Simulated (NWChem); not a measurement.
System: CH4I2Si; SMILES C[SiH](I)I

```xyz
8

Si    -0.9310     0.5007     0.0000
C     -2.5304    -0.4584     0.0000
I      0.3577    -0.0404     2.0154
I      0.3577    -0.0404    -2.0154
H     -1.1364     1.9741     0.0000
H     -3.1170    -0.2054     0.8971
H     -3.1170    -0.2054    -0.8971
H     -2.3314    -1.5400     0.0000
```
Atoms are numbered in this order, from 1.

All runs use the structure optimised with PBE0/def2-SVP. No frequency run checked for a minimum. def2 effective core potentials on I; no spin-orbit coupling.

Symmetry labels are those of Cs in the frame above (b1 and b2, or b-type labels, depend on it).

**Question.** List the 4 lowest vertical singlet excitations from Hartree-Fock/def2-SVP with def2 effective core potentials on I, TDHF (NWChem).

**Answer.** 
| state | energy (eV) | oscillator strength | symmetry | leading excitation (squared amplitude) |
|---|---|---|---|---|
| S1 | 6.29 | 0.055 | a" | HOMO → LUMO (0.82) |
| S2 | 6.47 | 0.000 | a" | HOMO−2 → LUMO (0.80) |
| S3 | 6.48 | 0.009 | a' | HOMO−1 → LUMO (0.83) |
| S4 | 6.72 | 0.013 | a' | HOMO−3 → LUMO (0.73) |
